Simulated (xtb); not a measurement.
xtb input:

```bash
xtb mol.xyz --gfn 1 --opt tight --chrg 0 --uhf 0
```
mol.xyz:
```
3

Pb     0.13000773     0.11681250     0.36359047
F      0.92457549     1.43740443    -1.00083118
Cl    -1.11657722    -1.32442733    -1.22393751
```

### Question
Predict the final energy.

### Answer
-11.09890 Eh (GFN1-xTB).
